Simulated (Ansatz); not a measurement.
Reaction (formal exchange of groups at the Si–Sn bond): `[OH][SnH2][SiH2]Cl` + silanol → `O[SiH2][SiH2]Cl` + `[OH][SnH3]`

Program: Ansatz. Geometries: PBE0-D4/def2-TZVP. ΔE: electronic, gas phase. CCSD(T)/CBS is the MP2 limit (def2-TZVPP, def2-QZVPP) plus CCSD(T) − MP2 in def2-TZVPP, frozen cores. def2 core potentials past Kr. For Sn outer-core shells are correlated without core-valence functions, which leaves a few kJ/mol of doubt a bond. One conformer a species, not always the lowest.

```tsv
species	MP2/def2-TZVPP energy (Eh)
`[OH][SnH2][SiH2]Cl`	-1040.55692
`O[SiH3]`	-366.58654
`O[SiH2][SiH2]Cl`	-1115.97942
`[OH][SnH3]`	-291.15250
```

Question: Work out ΔE.

Answer: ΔE = (-1115.97942) + (-291.15250) − (-1040.55692) − (-366.58654) = 0.01154 Eh = +30.3 kJ/mol. CCSD(T)/CBS gives +28.5 kJ/mol.

Largest T1 diagnostic among the species: 0.014.
